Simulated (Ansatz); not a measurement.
Ansatz (an electronic-structure program) input (RI-MP2/cc-pVTZ):
A basis named .json is the Basis Set Exchange file of that set.

Ansatz 0.2 input:
```yaml
crystal:
  periodic: [false, false, false]
  atoms:
    - {symbol: C, position_ang: [3.04041545, 0.80731974, -0.14056934]}
    - {symbol: C, position_ang: [2.07514878, -0.21092252, 0.36086270]}
    - {symbol: C, position_ang: [0.68016841, 0.32645167, 0.51455540]}
    - {symbol: C, position_ang: [-0.41352996, -0.00956178, -0.17247068]}
    - {symbol: C, position_ang: [-0.44507774, -1.03641904, -1.27059260]}
    - {symbol: C, position_ang: [-1.73606843, 0.65051492, 0.13232626]}
    - {symbol: C, position_ang: [-2.79664424, -0.31311708, 0.67711693]}
    - {symbol: H, position_ang: [4.09674267, 0.72889484, 0.07831596]}
    - {symbol: H, position_ang: [2.71323700, 1.58148300, -0.82090801]}
    - {symbol: H, position_ang: [2.42384847, -0.59023662, 1.32932077]}
    - {symbol: H, position_ang: [2.07717968, -1.08888008, -0.29970699]}
    - {symbol: H, position_ang: [0.57941468, 1.09923749, 1.27225863]}
    - {symbol: H, position_ang: [-1.00371011, -1.92543381, -0.96542039]}
    - {symbol: H, position_ang: [0.54720215, -1.35852408, -1.57808151]}
    - {symbol: H, position_ang: [-0.95535871, -0.63346155, -2.15040267]}
    - {symbol: H, position_ang: [-1.57711714, 1.45579772, 0.85241638]}
    - {symbol: H, position_ang: [-2.12163610, 1.11713608, -0.78187032]}
    - {symbol: H, position_ang: [-3.04207949, -1.09406971, -0.04416641]}
    - {symbol: H, position_ang: [-3.71961722, 0.22050279, 0.91102274]}
    - {symbol: H, position_ang: [-2.44457941, -0.79804158, 1.58984987]}
basis:
  gaussian:
    orbitals: cc-pVTZ
    fitting: {mean_field: def2-universal-jkfit, correlation: cc-pVTZ-RIFIT.json}
magnetization: {spin_polarized: true, initial_magnetization: 1}
correlation: {method: mp2, electrons: outside_noble_gas}
```

Output:

```
Functional definition: HF
integrals: 0.83 GiB planned
759 factors; integrals over basis functions are off by at most 9.2e-1 eV
0.87 GiB of device memory are held for the factors and their scratch space
mean field: 1.87 GiB planned
mean field evaluation 1: about -7414.3344 eV, gradient 3.0e1 eV
mean field evaluation 2: about -7419.1410 eV, gradient 1.1e1 eV
mean field evaluation 4: about -7419.8926 eV, gradient 8.4e-1 eV
mean field evaluation 8: about -7419.9028 eV, gradient 7.8e-5 eV
mean field evaluation 16: about -7419.6416 eV, gradient 1.9e0 eV
mean field -7419.90283738 eV, -272.6763998828 hartree, gradient 1.0e-6 eV, S^2 0.766668; 2 other end points of the search recorded, 0 dependent functions left out
7 core orbitals not correlated
957 factors; their error is unknown
reference -7419.90283738 eV, -272.6763998828 hartree; 21, 20 occupied and 364, 365 virtual orbitals, 957 factors
second order -31.88956337 eV of doubles, -0.00000000 eV of singles
Total energy: -7451.79240075 eV, -273.8483197212 hartree
```

It need not be the lowest isomer of its formula.
